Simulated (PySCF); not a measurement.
# Working out the ionisation energy of P²⁺

P²⁺ [Ne] 3s2 3p1 (2P) → P³⁺ [Ne] 3s2 (1S). All numbers are calculated (PySCF 2.14, the spin-free X2C one-electron Hamiltonian (Gaussian nucleus), in x2c-QZVPPall with one added diffuse shell each of s, p, d, f type (10s7p5d3f1g, 86 functions)). Frozen: [Ne]. Energies in hartree (1 hartree = 27.21139 eV):

```tsv
part	P²⁺ (lower)	P³⁺ (upper)
UHF	-340.469442	-339.382394
CCSD correlation	-0.066647	-0.050244
(T)	-0.001150	0.000000
```

Problem. What does Hartree-Fock give?

Solution. (-339.382394) − (-340.469442) = 1.087048 hartree = 29.580 eV.

Problem. What do CCSD and CCSD(T) give?

Solution. The CCSD correlation energies differ by 0.016403 hartree = 0.446 eV and the triples by 0.001150 hartree = 0.031 eV, so CCSD gives 30.026 eV and CCSD(T) 30.057 eV.

Reference: 30.203 eV (measured; NIST Atomic Spectra Database, ionization energies), between the lowest levels; spin-orbit coupling is absent from the calculation.

What remains against the reference includes basis incompleteness, the frozen core and higher excitations.
